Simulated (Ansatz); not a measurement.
B₂FH₆NSi, relaxed with RKS PBE0-D4/def2-TZVP in the Gaussian-basis code of Ansatz from a PBE-D4/def2-SVP geometry. The force threshold is 0.005 eV/Å; the program also tests the step.

Total charge 0; spin multiplicity 1. The bonds changed during the relaxation, so this is another structure than the one it started from.

Start:

```xyz
11

B     1.063   -1.093   -0.351
Si   -0.797   -0.311   -0.106
B    -1.365    0.747    1.430
N     0.855    0.404   -0.792
F    -1.745   -0.368   -1.457
H     1.080   -1.877   -1.282
H     1.722   -1.250    0.656
H    -0.464    1.181    2.128
H    -2.506    0.804    1.841
H     0.841    0.607   -1.799
H     1.318    1.155   -0.269
```

(1) By how much does the energy fall, and how many steps does the optimiser take? (Best estimate.)

(2) Which bonds change most? (Estimate.)

(3) Give the relaxed structure. (Best estimate.)

Results:

(1) Ansatz gave: 8.16 kJ/mol, in 10 steps, 1 of them rejected.

(2) The calculation gave: Si2–N4 from 1.926 to 1.867 Å; B1–Si2 from 2.032 to 1.988 Å; Si2–F5 from 1.652 to 1.610 Å; B3–H8 from 1.219 to 1.198 Å.

(3) Computed: 
```xyz
11

B     1.038   -1.112   -0.342
Si   -0.761   -0.293   -0.124
B    -1.357    0.736    1.433
N     0.836    0.403   -0.798
F    -1.749   -0.321   -1.395
H     1.104   -1.864   -1.271
H     1.716   -1.243    0.632
H    -0.505    1.205    2.132
H    -2.488    0.771    1.813
H     0.854    0.585   -1.793
H     1.312    1.132   -0.287
```
